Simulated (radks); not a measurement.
Species: In XIII. Configuration: [Kr] 4d1.

All-electron calculation, scalar-relativistic Kohn-Sham, LB94 model potential, spin-polarised, spherical densities, finite nucleus; open shells are filled with parallel spins first (spin-orbit coupling, left out, can overturn this in heavy ions); Fermi nuclear charge, rms radius 4.6156 fm. Program: a radial shooting solver on a logarithmic mesh with Libxc functionals.

Energy parts (Ry):
part                    energy
kinetic            12202.26374
electron-nucleus  -27543.98613
Hartree             3973.99727
(The LB94 potential has no energy functional, so no total or exchange-correlation energy is given.)

Orbitals (lengths in bohr, moments of r in powers of bohr):
orbital,occ.,eigenvalue (Ry),<r>,<1/r>
1s up,1,-2069.826,0.02967,51.91
1s down,1,-2069.827,0.02967,51.90
2s up,1,-328.0540,0.1282,11.84
2s down,1,-328.0482,0.1282,11.84
2p up,3,-296.8882,0.1118,11.41
2p down,3,-296.8858,0.1118,11.41
3s up,1,-78.31564,0.3472,4.189
3s down,1,-78.30905,0.3473,4.187
3p up,3,-68.06967,0.3451,4.001
3p down,3,-68.06201,0.3452,3.999
3d up,5,-52.19747,0.3206,3.790
3d down,5,-52.18313,0.3208,3.788
4s up,1,-26.74629,0.7934,1.760
4s down,1,-26.71781,0.7926,1.763
4p up,3,-23.42573,0.8346,1.641
4p down,3,-23.39253,0.8337,1.644
4d up,1,-18.40653,0.9057,1.456
4d down,0,-18.37063,0.9049,1.459

The highest occupied level is 4d up at -250.43 eV. Spin moment in Bohr magnetons: 1. The density falls to 0.001 e/bohr^3 at r = 2.00 bohr. Summed over all electrons, <r^2> = 9.526 bohr^2, which gives a Langevin (diamagnetic) susceptibility term of -7.54 x 10^-6 cm^3/mol.
